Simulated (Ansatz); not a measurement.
Ansatz (a quantum-chemistry and plane-wave program) input (HF/3-21G): The .json file is the Basis Set Exchange's 3-21G.

Ansatz 0.2 input:
```yaml
crystal:
  periodic: [false, false, false]
  atoms:
    - {symbol: C, position_ang: [-0.72517806, 1.62737225, -1.25802619]}
    - {symbol: Si, position_ang: [-0.38678007, 0.12669259, -0.18114080]}
    - {symbol: C, position_ang: [-1.96010806, -0.91507405, 0.09831008]}
    - {symbol: P, position_ang: [1.25399620, -1.29380799, -1.09585187]}
    - {symbol: P, position_ang: [0.37775555, 0.87360557, 1.90888676]}
    - {symbol: H, position_ang: [-1.68534475, 1.78971040, -1.71886970]}
    - {symbol: H, position_ang: [0.02951816, 2.36575231, -1.46894761]}
    - {symbol: H, position_ang: [-2.36696100, -1.25674428, -0.84841189]}
    - {symbol: H, position_ang: [-2.71751047, -0.32500774, 0.60388447]}
    - {symbol: H, position_ang: [-1.73856336, -1.78488079, 0.70687570]}
    - {symbol: H, position_ang: [0.74687147, -1.34948252, -2.42489104]}
    - {symbol: H, position_ang: [2.22756415, -0.29364253, -1.36757296]}
    - {symbol: H, position_ang: [0.95741863, -0.34681637, 2.34878077]}
    - {symbol: H, position_ang: [1.59736876, 1.45666239, 1.46789685]}
basis:
  gaussian:
    orbitals: 3-21G.json
hamiltonian:
  xc: {name: HF}
magnetization: {spin_polarized: true, initial_magnetization: 1}
phonons: {temperatures: {t_min: 298.15, t_max: 298.15, t_step: 100}}
```

Output:

```
Functional definition: HF
integrals: 0.02 GiB planned
930 factors; integrals over basis functions are off by at most 5.7e-4 eV
mean field: 0.47 GiB planned
mean field evaluation 1: about -28457.4619 eV, gradient 1.7e1 eV
mean field evaluation 2: about -28457.7334 eV, gradient 1.8e1 eV
mean field evaluation 4: about -28460.3099 eV, gradient 2.1e0 eV
mean field evaluation 8: about -28460.3886 eV, gradient 1.6e-1 eV
mean field -28460.38932426 eV, -1045.9000165219 hartree, gradient 1.6e-5 eV, S^2 0.764172; 0 other end points of the search recorded, 0 dependent functions left out
the calculation of the forces begins
reference -28460.38932426 eV, -1045.9000165219 hartree; 33, 32 occupied and 42, 43 virtual orbitals, 930 factors
these checks for a lower state are left out or cut short: stability, starts, cluster_reference, orbital_swaps, neighbouring_geometries, increment
integrals: 0.02 GiB planned
930 factors; integrals over basis functions are off by at most 5.7e-4 eV
mean field: 0.47 GiB planned
mean field evaluation 16: about -28460.0586 eV, gradient 1.6e-3 eV
mean field -28460.38915927 eV, -1045.9000104586 hartree, gradient 2.5e-6 eV, S^2 0.764182; 0 other end points of the search recorded, 0 dependent functions left out
the calculation of the forces begins
reference -28460.38915927 eV, -1045.9000104586 hartree; 33, 32 occupied and 42, 43 virtual orbitals, 930 factors
these checks for a lower state are left out or cut short: stability, starts, cluster_reference, orbital_swaps, neighbouring_geometries, increment
integrals: 0.02 GiB planned
930 factors; integrals over basis functions are off by at most 5.7e-4 eV
mean field: 0.47 GiB planned
mean field evaluation 32: about -28460.3892 eV, gradient 2.5e-6 eV
mean field -28460.38915367 eV, -1045.9000102527 hartree, gradient 2.5e-6 eV, S^2 0.764164; 0 other end points of the search recorded, 0 dependent functions left out
the calculation of the forces begins
reference -28460.38915367 eV, -1045.9000102527 hartree; 33, 32 occupied and 42, 43 virtual orbitals, 930 factors
these checks for a lower state are left out or cut short: stability, starts, cluster_reference, orbital_swaps, neighbouring_geometries, increment
integrals: 0.02 GiB planned
930 factors; integrals over basis functions are off by at most 5.7e-4 eV
mean field: 0.47 GiB planned
mean field -28460.38920511 eV, -1045.9000121431 hartree, gradient 2.5e-6 eV, S^2 0.764154; 0 other end points of the search recorded, 0 dependent functions left out
the calculation of the forces begins
reference -28460.38920511 eV, -1045.9000121431 hartree; 33, 32 occupied and 42, 43 virtual orbitals, 930 factors
these checks for a lower state are left out or cut short: stability, starts, cluster_reference, orbital_swaps, neighbouring_geometries, increment
integrals: 0.02 GiB planned
930 factors; integrals over basis functions are off by at most 5.7e-4 eV
mean field: 0.47 GiB planned
mean field -28460.38921133 eV, -1045.9000123717 hartree, gradient 2.5e-6 eV, S^2 0.764191; 0 other end points of the search recorded, 0 dependent functions left out
the calculation of the forces begins
reference -28460.38921133 eV, -1045.9000123717 hartree; 33, 32 occupied and 42, 43 virtual orbitals, 930 factors
these checks for a lower state are left out or cut short: stability, starts, cluster_reference, orbital_swaps, neighbouring_geometries, increment
integrals: 0.02 GiB planned
930 factors; integrals over basis functions are off by at most 5.7e-4 eV
mean field: 0.47 GiB planned
mean field -28460.38926397 eV, -1045.9000143062 hartree, gradient 2.5e-6 eV, S^2 0.764193; 0 other end points of the search recorded, 0 dependent functions left out
the calculation of the forces begins
reference -28460.38926397 eV, -1045.9000143062 hartree; 33, 32 occupied and 42, 43 virtual orbitals, 930 factors
these checks for a lower state are left out or cut short: stability, starts, cluster_reference, orbital_swaps, neighbouring_geometries, increment
integrals: 0.02 GiB planned
930 factors; integrals over basis functions are off by at most 5.7e-4 eV
mean field: 0.47 GiB planned
mean field evaluation 64: about -28460.3893 eV, gradient 4.7e-3 eV
mean field -28460.38925774 eV, -1045.9000140771 hartree, gradient 2.5e-6 eV, S^2 0.764152; 0 other end points of the search recorded, 0 dependent functions left out
the calculation of the forces begins
reference -28460.38925774 eV, -1045.9000140771 hartree; 33, 32 occupied and 42, 43 virtual orbitals, 930 factors
these checks for a lower state are left out or cut short: stability, starts, cluster_reference, orbital_swaps, neighbouring_geometries, increment
integrals: 0.02 GiB planned
930 factors; integrals over basis functions are off by at most 5.7e-4 eV
mean field: 0.47 GiB planned
[...]
the calculation of the forces begins
reference -28460.38930594 eV, -1045.9000158487 hartree; 33, 32 occupied and 42, 43 virtual orbitals, 930 factors
these checks for a lower state are left out or cut short: stability, starts, cluster_reference, orbital_swaps, neighbouring_geometries, increment
integrals: 0.02 GiB planned
930 factors; integrals over basis functions are off by at most 5.7e-4 eV
mean field: 0.47 GiB planned
mean field evaluation 672: about -28460.0563 eV, gradient 5.2e-1 eV
mean field -28460.38930763 eV, -1045.9000159106 hartree, gradient 2.5e-6 eV, S^2 0.764170; 0 other end points of the search recorded, 0 dependent functions left out
the calculation of the forces begins
reference -28460.38930763 eV, -1045.9000159106 hartree; 33, 32 occupied and 42, 43 virtual orbitals, 930 factors
these checks for a lower state are left out or cut short: stability, starts, cluster_reference, orbital_swaps, neighbouring_geometries, increment
integrals: 0.02 GiB planned
930 factors; integrals over basis functions are off by at most 5.7e-4 eV
mean field: 0.47 GiB planned
mean field -28460.38927550 eV, -1045.9000147298 hartree, gradient 2.5e-6 eV, S^2 0.764171; 0 other end points of the search recorded, 0 dependent functions left out
the calculation of the forces begins
reference -28460.38927550 eV, -1045.9000147298 hartree; 33, 32 occupied and 42, 43 virtual orbitals, 930 factors
these checks for a lower state are left out or cut short: stability, starts, cluster_reference, orbital_swaps, neighbouring_geometries, increment
integrals: 0.02 GiB planned
930 factors; integrals over basis functions are off by at most 5.7e-4 eV
mean field: 0.47 GiB planned
mean field -28460.38927260 eV, -1045.9000146232 hartree, gradient 2.5e-6 eV, S^2 0.764174; 0 other end points of the search recorded, 0 dependent functions left out
the calculation of the forces begins
reference -28460.38927260 eV, -1045.9000146232 hartree; 33, 32 occupied and 42, 43 virtual orbitals, 930 factors
these checks for a lower state are left out or cut short: stability, starts, cluster_reference, orbital_swaps, neighbouring_geometries, increment
integrals: 0.02 GiB planned
930 factors; integrals over basis functions are off by at most 5.7e-4 eV
mean field: 0.47 GiB planned
mean field evaluation 704: about -28460.3893 eV, gradient 2.7e-6 eV
mean field -28460.38931138 eV, -1045.9000160484 hartree, gradient 2.5e-6 eV, S^2 0.764172; 0 other end points of the search recorded, 0 dependent functions left out
the calculation of the forces begins
reference -28460.38931138 eV, -1045.9000160484 hartree; 33, 32 occupied and 42, 43 virtual orbitals, 930 factors
these checks for a lower state are left out or cut short: stability, starts, cluster_reference, orbital_swaps, neighbouring_geometries, increment
integrals: 0.02 GiB planned
930 factors; integrals over basis functions are off by at most 5.7e-4 eV
mean field: 0.47 GiB planned
mean field -28460.38931161 eV, -1045.9000160567 hartree, gradient 2.5e-6 eV, S^2 0.764172; 0 other end points of the search recorded, 0 dependent functions left out
the calculation of the forces begins
reference -28460.38931161 eV, -1045.9000160567 hartree; 33, 32 occupied and 42, 43 virtual orbitals, 930 factors
these checks for a lower state are left out or cut short: stability, starts, cluster_reference, orbital_swaps, neighbouring_geometries, increment
integrals: 0.02 GiB planned
930 factors; integrals over basis functions are off by at most 5.7e-4 eV
mean field: 0.47 GiB planned
mean field -28460.38927377 eV, -1045.9000146663 hartree, gradient 2.5e-6 eV, S^2 0.764173; 0 other end points of the search recorded, 0 dependent functions left out
the calculation of the forces begins
reference -28460.38927377 eV, -1045.9000146663 hartree; 33, 32 occupied and 42, 43 virtual orbitals, 930 factors
these checks for a lower state are left out or cut short: stability, starts, cluster_reference, orbital_swaps, neighbouring_geometries, increment
integrals: 0.02 GiB planned
930 factors; integrals over basis functions are off by at most 5.7e-4 eV
mean field: 0.47 GiB planned
mean field -28460.38927606 eV, -1045.9000147504 hartree, gradient 2.5e-6 eV, S^2 0.764172; 0 other end points of the search recorded, 0 dependent functions left out
the calculation of the forces begins
reference -28460.38927606 eV, -1045.9000147504 hartree; 33, 32 occupied and 42, 43 virtual orbitals, 930 factors
these checks for a lower state are left out or cut short: stability, starts, cluster_reference, orbital_swaps, neighbouring_geometries, increment
integrals: 0.02 GiB planned
930 factors; integrals over basis functions are off by at most 5.7e-4 eV
mean field: 0.47 GiB planned
mean field evaluation 736: about -28460.0588 eV, gradient 1.5e-3 eV
mean field -28460.38930519 eV, -1045.9000158211 hartree, gradient 2.5e-6 eV, S^2 0.764173; 0 other end points of the search recorded, 0 dependent functions left out
the calculation of the forces begins
reference -28460.38930519 eV, -1045.9000158211 hartree; 33, 32 occupied and 42, 43 virtual orbitals, 930 factors
these checks for a lower state are left out or cut short: stability, starts, cluster_reference, orbital_swaps, neighbouring_geometries, increment
integrals: 0.02 GiB planned
930 factors; integrals over basis functions are off by at most 5.7e-4 eV
mean field: 0.47 GiB planned
mean field -28460.38930689 eV, -1045.9000158834 hartree, gradient 2.5e-6 eV, S^2 0.764172; 0 other end points of the search recorded, 0 dependent functions left out
the calculation of the forces begins
reference -28460.38930689 eV, -1045.9000158834 hartree; 33, 32 occupied and 42, 43 virtual orbitals, 930 factors
these checks for a lower state are left out or cut short: stability, starts, cluster_reference, orbital_swaps, neighbouring_geometries, increment
integrals: 0.02 GiB planned
930 factors; integrals over basis functions are off by at most 5.7e-4 eV
mean field: 0.47 GiB planned
mean field -28460.38931280 eV, -1045.9000161008 hartree, gradient 2.5e-6 eV, S^2 0.764172; 0 other end points of the search recorded, 0 dependent functions left out
the calculation of the forces begins
reference -28460.38931280 eV, -1045.9000161008 hartree; 33, 32 occupied and 42, 43 virtual orbitals, 930 factors
these checks for a lower state are left out or cut short: stability, starts, cluster_reference, orbital_swaps, neighbouring_geometries, increment
integrals: 0.02 GiB planned
930 factors; integrals over basis functions are off by at most 5.7e-4 eV
mean field: 0.47 GiB planned
mean field evaluation 768: about -28460.3893 eV, gradient 4.1e-5 eV
mean field -28460.38931110 eV, -1045.9000160381 hartree, gradient 2.5e-6 eV, S^2 0.764172; 0 other end points of the search recorded, 0 dependent functions left out
the calculation of the forces begins
reference -28460.38931110 eV, -1045.9000160381 hartree; 33, 32 occupied and 42, 43 virtual orbitals, 930 factors
Total energy: -28460.38932426 eV, -1045.9000165219 hartree
Atom 0 at    -0.725178     1.627372    -1.258026 Å, force     0.001012    -0.001259     0.001296 eV/Å
Atom 1 at    -0.386780     0.126693    -0.181141 Å, force    -0.001294    -0.001215    -0.000854 eV/Å
Atom 2 at    -1.960108    -0.915074     0.098310 Å, force     0.000923     0.000306     0.000596 eV/Å
Atom 3 at     1.253996    -1.293808    -1.095852 Å, force    -0.000908     0.000821    -0.000142 eV/Å
Atom 4 at     0.377756     0.873606     1.908887 Å, force     0.001231    -0.000127    -0.000121 eV/Å
Atom 5 at    -1.685345     1.789710    -1.718870 Å, force     0.001381     0.000947    -0.000215 eV/Å
Atom 6 at     0.029518     2.365752    -1.468948 Å, force    -0.002083    -0.000246    -0.000637 eV/Å
Atom 7 at    -2.366961    -1.256744    -0.848412 Å, force    -0.000046     0.000063     0.000360 eV/Å
Atom 8 at    -2.717510    -0.325008     0.603884 Å, force     0.000295    -0.000221    -0.000621 eV/Å
Atom 9 at    -1.738563    -1.784881     0.706876 Å, force    -0.000273     0.000432    -0.000361 eV/Å
Atom 10 at     0.746871    -1.349483    -2.424891 Å, force     0.000169     0.000328     0.000444 eV/Å
Atom 11 at     2.227564    -0.293643    -1.367573 Å, force     0.000444    -0.000136    -0.000040 eV/Å
Atom 12 at     0.957419    -0.346816     2.348781 Å, force    -0.000333     0.000643    -0.000040 eV/Å
Atom 13 at     1.597369     1.456662     1.467897 Å, force    -0.000519    -0.000336     0.000335 eV/Å
Dipole moment:    -0.197670     0.142822    -0.368629 e Å
Vibrations: 58.03 113.08 121.83 140.70 157.10 160.26 173.48 199.40 207.15 358.07 437.63 594.84 691.53 718.92 722.09 761.93 772.89 801.87 881.57 953.14 969.57 1231.40 1232.65 1475.04 1522.18 1627.01 1628.07 2392.54 2402.64 2406.23 2409.60 3188.79 3260.49 3269.08 3270.53 3370.61 cm⁻¹, zero-point energy 2.769928 eV
```

The blocks after the first are displaced geometries, from whose forces the wavenumbers follow.
